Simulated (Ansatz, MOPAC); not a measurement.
Molecule: GeHF3, net charge 0, singlet state. SMILES: [F][GeH]([F])[F]

Atoms: F1, Ge2, F3, F4, H5. Bonds: F1-Ge2, Ge2-F3, Ge2-F4, Ge2-H5.

Bond lengths (Å) and angles (degrees) optimised at PM6 with MOPAC; B3LYP/6-31G* with LANL2DZ past Ar with Ansatz (a first-principles code); MP2/6-31G* with LANL2DZ past Ar with Ansatz, each started from the B3LYP-D3(BJ)/def2-TZVP structure (Ansatz) of the last column. A row stands for all coordinates that are equal there. 6-31G* holds six Cartesian d functions. No wavenumbers were computed at MP2/6-31G* with LANL2DZ past Ar, so these may be saddle points.

```json
[
 {"coordinate": "F1-Ge2", "PM6": "1.717", "B3LYP/6-31G* with LANL2DZ past Ar": "1.688", "MP2/6-31G* with LANL2DZ past Ar": "1.684", "B3LYP-D3(BJ)/def2-TZVP": "1.718"},
 {"coordinate": "Ge2-H5", "PM6": "1.461", "B3LYP/6-31G* with LANL2DZ past Ar": "1.526", "MP2/6-31G* with LANL2DZ past Ar": "1.522", "B3LYP-D3(BJ)/def2-TZVP": "1.517"},
 {"coordinate": "F1-Ge2-F3", "PM6": "104.7", "B3LYP/6-31G* with LANL2DZ past Ar": "107.4", "MP2/6-31G* with LANL2DZ past Ar": "107.5", "B3LYP-D3(BJ)/def2-TZVP": "106.4"},
 {"coordinate": "F1-Ge2-H5", "PM6": "113.9", "B3LYP/6-31G* with LANL2DZ past Ar": "111.5", "MP2/6-31G* with LANL2DZ past Ar": "111.4", "B3LYP-D3(BJ)/def2-TZVP": "112.4"}
]
```

Mean signed difference of all 4 bond lengths from B3LYP-D3(BJ)/def2-TZVP: PM6 -0.015 Å, B3LYP/6-31G* with LANL2DZ past Ar -0.020 Å, MP2/6-31G* with LANL2DZ past Ar -0.024 Å.
